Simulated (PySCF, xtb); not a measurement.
## AlB2FH4: where a starting geometry ends

The starting geometry of this gas-phase singlet was built from a drawn formula by distance geometry and a force field; its bonds are those of `B[BH][AlH][F]`.

```xyz
8

Al    0.1625   -0.9330   -1.1984
B    -0.7660    2.1371   -1.5309
B    -0.8129    0.5891   -2.1347
F     0.9823   -0.6383    0.4058
H    -1.3283    3.0014   -2.1517
H    -0.2512    2.3477   -0.4923
H    -1.3116    0.4028   -3.2172
H     0.2070   -2.4222   -1.7659
```

**Question.** Where would you expect an optimisation with r2SCAN-D4/def2-SVP to take it?

**Answer.** It keeps its bonds, and is `B[BH][AlH][F]`.

The energy falls by 1.59 eV over 27 steps:

```tsv
step	E − E(last) (eV)
1	1.591
4	1.064
7	0.989
10	0.184
13	0.024
15	0.005
18	0.000
21	0.000
24	0.000
27	0.000
```

Final geometry (Å):

```json
{"atom": "Al", "x (Å)": "-0.0972", "y (Å)": "-0.8031", "z (Å)": "-1.5647"}
{"atom": "B", "x (Å)": "-0.7370", "y (Å)": "1.9533", "z (Å)": "-1.6650"}
{"atom": "B", "x (Å)": "-0.8473", "y (Å)": "0.8359", "z (Å)": "-2.7821"}
{"atom": "F", "x (Å)": "0.4036", "y (Å)": "-0.4121", "z (Å)": "-0.0160"}
{"atom": "H", "x (Å)": "-1.6046", "y (Å)": "2.1031", "z (Å)": "-0.8275"}
{"atom": "H", "x (Å)": "0.3043", "y (Å)": "2.5395", "z (Å)": "-1.4471"}
{"atom": "H", "x (Å)": "-1.1716", "y (Å)": "0.6140", "z (Å)": "-3.9189"}
{"atom": "H", "x (Å)": "0.0275", "y (Å)": "-2.3374", "z (Å)": "-1.9504"}
```

From the same start GFN2-xTB ends elsewhere, differing in Al1–B2 (2.40 against 2.83 Å here).

No frequencies were run, so the end isn't proven a minimum. Run with PySCF 2.14.0, 4.8 min on 2 threads of Intel(R) Xeon(R) Platinum 8259CL CPU @ 2.50GHz (Skylake/Cascade Lake) (shared host).
